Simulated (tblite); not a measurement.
Isomers of C6H6O2Si. Method: GFN2-xTB as coded in tblite; computed harmonic values from a numerical Hessian at the method's own geometry, unscaled. The method is semi-empirical: single wavenumbers can be off by several per cent or more. Modes of hydrogen on silicon can be 10 to 20 % off. One conformer each.

Electronic energies: GFN2-xTB at the same geometries; isomer energies are rough at this level and their order can be wrong.

```csv
SMILES,"electronic energy, lowest = 0 (kJ/mol)"
C#C[C@@H]1C(=O)[SiH2][C@@H]1C=O,279.9
C#C[C@@H]([SiH3])C(=C=O)C=O,240.4
O=C(O)C#CC1=CC[SiH2]1,213.3
C#Cc1cc([SiH2]O)co1,0.0
```

Problem. How do GFN2-xTB zero-point energies change the relative energies?

Solution. 
```
                         SMILES  ZPE (kJ/mol)  of it from modes above 1550 cm⁻¹  electronic (kJ/mol)  with ZPE, lowest = 0 (kJ/mol)  lowest mode (cm⁻¹)  rings
            C#Cc1cc([SiH2]O)co1         254.8                             129.8                  0.0                            0.0                  32      1
          O=C(O)C#CC1=CC[SiH2]1         253.8                             135.8                213.3                          212.3                 12i      1
    C#C[C@@H]([SiH3])C(=C=O)C=O         242.3                             133.1                240.4                          227.8                  29      0
C#C[C@@H]1C(=O)[SiH2][C@@H]1C=O         250.6                             135.0                279.9                          275.7                  37      1
```

The zero-point energies span 12.5 kJ/mol, from `C#C[C@@H]([SiH3])C(=C=O)C=O` to `C#Cc1cc([SiH2]O)co1`. Slightly imaginary modes are left out of the zero-point energy: `O=C(O)C#CC1=CC[SiH2]1` 12.2i cm⁻¹. The order is unchanged.

Problem. What do entropy and thermal enthalpy add at 298.15 K and 1 bar (rigid rotor, harmonic oscillator, one conformer each)?

Solution. 
```csv
SMILES,point group,symmetry number,S (J/(mol K)),H − H(0) (kJ/mol),ZPE + H − H(0) − TS (kJ/mol)
C#Cc1cc([SiH2]O)co1,C1,1,412.2,28.60,160.5
C#C[C@@H]([SiH3])C(=C=O)C=O,C1,1,439.0,31.91,143.3
C#C[C@@H]1C(=O)[SiH2][C@@H]1C=O,C1,1,415.7,29.38,156.0
```

Not tabulated: `O=C(O)C#CC1=CC[SiH2]1` (lowest mode only 12i cm⁻¹).
